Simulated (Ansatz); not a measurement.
Relaxation of CH₂GaNO (6 atoms, charge 0, multiplicity 1), to a largest force component of 0.02 eV/Å in at most 50 steps.

Level of theory: RKS CAM-B3LYP/def2-SVP (Ansatz).

```xyz
6
Properties=species:S:1:pos:R:3:forces:R:3
N 1.519 -1.865 1.379 0.58 -0.90 0.75
C 0.999 -1.077 0.728 -0.87 1.35 -1.12
Ga 0.178 0.295 -0.448 1.54 -0.66 -0.07
O -1.410 0.651 0.005 -1.24 -0.06 0.76
H 0.970 0.913 -1.616 -0.02 0.05 -0.05
H -2.256 1.083 -0.048 0.00 0.22 -0.27
```

Where does it end, and by what steps?

The forces met the threshold. After 9 steps the energy has fallen by 0.277 eV; H6 moved furthest, 0.37 Å.

```
step  energy less start (eV)  largest force component (eV/Å)  accepted
   0                  0.0000                           1.543       yes
   1                 -0.0526                           0.741       yes
   2                 -0.0970                           0.544       yes
   3                 -0.1447                           1.348       yes
   4                 -0.2500                           0.455       yes
   5                 -0.2507                           0.345       yes
   6                 -0.2745                           0.050       yes
   7                 -0.2762                           0.037       yes
   8                 -0.2768                           0.022       yes
   9                 -0.2768                           0.007       yes
```

```xyz
6
Properties=species:S:1:pos:R:3
N 1.577 -1.871 1.354
C 1.019 -1.081 0.722
Ga 0.136 0.249 -0.370
O -1.513 0.548 0.179
H 0.804 0.953 -1.571
H -2.023 1.202 -0.314
```

Time of the run: 24 s on 2 threads of Arm Neoverse V1, with other jobs on the host, peak memory 0.19 GiB.
